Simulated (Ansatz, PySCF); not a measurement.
GeHO, SMILES [OH][Ge] (connectivity only; charge and spin as stated), neutral, multiplicity 2. Atoms are numbered in the order given.

```xyz
3

Ge    -0.0026     0.3948     0.0000
O      0.1049    -1.3880     0.0000
H     -0.7428    -1.8423     0.0000
```
Charge 0, spin multiplicity 2.

Geometry: PBE0-D3(BJ)/def2-TZVP.

Two levels are set side by side: PBE-D3(BJ)/def2-TZVP (Ansatz, an electronic-structure program) and PBE0-D3(BJ)/def2-TZVP (Ansatz). Each level has its own optimised geometry; the coordinates shown are those of the second. Frequencies come from the Hessian of PySCF at each geometry. Differences are taken from unrounded values.

```tsv
quantity	PBE0-D3(BJ)
mean bond length (Å)	1.374
bond Ge1–O2 (Å)	1.786
bond O2–H3 (Å)	0.962
highest harmonic wavenumber (cm⁻¹)	3860
mean harmonic wavenumber (cm⁻¹)	1781
zero-point energy (kcal/mol)	7.64
```

**Question.** What does PBE-D3(BJ) give, and how far is it from PBE0-D3(BJ)? (Estimate from the structure and the level; the computed values follow.)

**Answer.** 
```csv
quantity,PBE-D3(BJ),PBE-D3(BJ) minus PBE0-D3(BJ)
mean bond length (Å),1.394,0.020
bond Ge1–O2 (Å),1.813,0.027
bond O2–H3 (Å),0.974,0.012
highest harmonic wavenumber (cm⁻¹),3689,-171
mean harmonic wavenumber (cm⁻¹),1700,-80
zero-point energy (kcal/mol),7.29,-0.34
```

Exact exchange shortens and stiffens bonds; PBE has none. Differences between two approximate levels are no errors against the true value.
